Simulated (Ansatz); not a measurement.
Input file for Ansatz (a first-principles code): R-PBE0/def2-TZVPP on BSb, 2S+1 = 1, a spin state set in the input, which need not be the lowest, a point of a bond scan (R = 1.954 Å). Elements past Kr take the def2 small-core potentials; no spin–orbit coupling.

Ansatz 0.2 input:
```yaml
crystal:
  periodic: [false, false, false]
  atoms:
    - {symbol: B, position_ang: [0.00000000, 0.00000000, 0.00000000]}
    - {symbol: Sb, position_ang: [0.00000000, 0.00000000, 1.95393500]}
basis:
  gaussian:
    orbitals: def2-TZVPP
    pivot_positions_ang: [[0.00000000, 0.00000000, 0.00000000], [0.00000000, 0.00000000, 1.95393500]]
hamiltonian:
  xc: {name: PBE0}
output: {forces: true, orbitals: {seedname: ./end}}
```

**Question.** Predict the final total energy.

**Answer.** -264.9028 hartree.
